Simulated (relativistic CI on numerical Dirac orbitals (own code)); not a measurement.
**One change at a time: Re LXII**

Base calculation: Dirac-Coulomb-Breit CI, KLI orbitals optimised for each configuration, a model potential for QED, unscaled Slater integrals.

Configurations in the expansion (outside the closed core [Ne]): 3s²3p², 3s²3p3d, 3s3p³, 3s²3d², 3p⁴, 3s3p²3d, 3p²3d², 3s3p3d², 3p³3d, 3s²3d4s, 3s²3d4p, 3s3p3d4s, 3p³4s, 3s²3p4s, 3s3p3d4p, 3p³4p. Levels of other configurations are missing.

Variants: (1) P86 correlation estimate; (2) Breit term removed. Shifts of the energy above 3s²3p² ³P0, in eV, for the lowest level and the first level of each name with at least 55 % of one term (blank where a level changes its place among those of its configuration and J or its character, or is not in the variant):

```csv
Level,Base,Δ(1),Δ(2)
3s²3p² ³P0,0.00,0.00,0.00
3s²3p² ³P1,371.43,0.00,+4.35
3s²3p² ¹D2,381.10,0.00,+4.89
3s²3p3d ³F°2,595.82,+0.22,+6.36
3s²3p² ³P2,759.78,+0.01,+8.75
3s²3p² ¹S0,780.85,0.00,+8.19
3s3p³ ³D°3,925.60,+0.20,+5.70
3s3p³ ³P°0,937.24,+0.20,+4.59
3s²3p3d ³P°0,1012.34,+0.22,+8.92
3s²3p3d ³F°4,1067.11,+0.23,+13.03
3s²3p3d ³D°3,1101.05,+0.23,+12.66
3s²3p3d ¹P°1,1111.47,+0.23,+11.87
3s3p²3d ⁵D0,1120.98,+0.39,+4.81
3s3p²3d ³P0,1210.19,+0.37,+6.20
3s3p²3d ³G5,1231.27,+0.39,+9.94
```

At this charge energies of transitions that change n are usually good to better than 1 %, and those within a shell (Δn = 0) to a few per cent.

Ionisation energy from the two ground configurations alone: base 6809.13 eV; P86 correlation estimate 6810.78 eV; Breit term removed 6820.14 eV. The NIST ASD value (theoretical) is 6810 eV.

LS names give the leading component of a level, which can be under half, so a name can repeat, a term be missing and a line seem to break the LS rules.
